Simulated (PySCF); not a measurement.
Ar²⁺: ionisation energy

Ar²⁺ [Ne] 3s2 3p4 (3P) → Ar³⁺ [Ne] 3s2 3p3 (4S), as a difference of total energies. All numbers are calculated (PySCF 2.14, the spin-free X2C one-electron Hamiltonian (Gaussian nucleus), in aug-cc-pVDZ-DK). Correlated levels: valence: [Ne] frozen. The calculations carry no spin-orbit coupling.

```csv
method,ionisation energy (eV)
UHF,39.300
TPSS,40.754
B3LYP,40.848
MP2 (valence),39.788
SCS-MP2 (valence),39.802
CCSD (valence),39.801
CCSD(T) (valence),39.813
```

**Question.** How much does correlation contribute at CCSD(T) (valence)?

**Answer.** 39.813 − (39.300) = 0.513 eV, measured against UHF.

The reference lies between the lowest fine-structure levels, while these numbers refer to the centres of the terms.

Errors of the correlated levels include the incompleteness of this basis and the frozen core.

For comparison: 40.735 ± 0.012 eV (semi-empirical (NIST evaluation); NIST Atomic Spectra Database, ionization energies).
